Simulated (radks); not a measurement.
The numbers below are computed, except where a source is named.
Question: These are the eigenvalues of the occupied orbitals of an atom or ion with whole-number occupations (hartree). Code: a radial shooting solver on a logarithmic mesh with Libxc functionals. Model: scalar-relativistic Kohn-Sham, PBE, spin-unpolarised, spherical densities, point nucleus.

| orbital | eigenvalue |
|---|---|
| 1s | -766.3749 |
| 2s | -181.1912 |

Which element is it, and in what charge state? The configuration may be excited.

Answer: Z = 40, zirconium, charge +36: Zr36+ in [He] 2s2. The 1s level, -766.37 hartree, gives Z - s = 39.2 by -(Z - s)^2/2, which with screening and relativity narrows Z to a few neighbours, and the depths must fix Z and the occupations together.
